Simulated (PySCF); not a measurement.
PySCF 2.14 output of an unrestricted LDA calculation on a single atom or ion in aug-cc-pwCVTZ-PP with ECP60MDF (8s7p6d4f1g, 96 functions), with a scalar-relativistic core potential:

```
SCF conv_tol = 1e-09
number electrons alpha = 13  beta = 11
    P. A. M. Dirac.,  Math. Proc. Cambridge Philos. Soc. 26, 376 (1930)
    F. Bloch.,  Z. Phys. 57, 545 (1929)
    S. H. Vosko, L. Wilk, and M. Nusair.,  Can. J. Phys. 58, 1200 (1980)
cycle= 1 E= -214.366729084112  delta_E= -0.0177  |g|= 0.06  |ddm|= 0.488
cycle= 2 E= -214.367248724175  delta_E= -0.00052  |g|= 0.0405  |ddm|= 0.133
cycle= 3 E= -214.36754147188  delta_E= -0.000293  |g|= 0.00354  |ddm|= 0.0487
cycle= 4 E= -214.367547772002  delta_E= -6.3e-06  |g|= 0.00146  |ddm|= 0.0112
cycle= 5 E= -214.367549705581  delta_E= -1.93e-06  |g|= 0.00034  |ddm|= 0.00513
cycle= 6 E= -214.367549839606  delta_E= -1.34e-07  |g|= 1.18e-05  |ddm|= 0.00127
cycle= 7 E= -214.36754983985  delta_E= -2.44e-10  |g|= 1.68e-06  |ddm|= 8.38e-05
converged SCF energy = -214.36754983985  <S^2> = 2.0040667  2S+1 = 3.0027099
```

The run itself started from symmetry-adapted Hartree-Fock orbitals and held the occupation by maximum overlap, on a logarithmic radial grid, so the iterations belong to that start.

**Question.** Which element, charge and spin multiplicity is this?

**Answer.** Bi⁻ (bismuth, charge -1), multiplicity 3; the state was [Xe] 4f14 5d10 6s2 6p4, high-spin 3P determinant.

Energies and moments cover only the electrons outside the core potential. Spin-orbit coupling is strong in this species (close to jj coupling), so the high-spin LS determinant is a model state, not a physical level. At LDA the highest occupied level has a positive energy, so only the finite basis holds that electron; in a semilocal or global hybrid functional this comes from self-interaction and does not mean that the real anion is unbound.
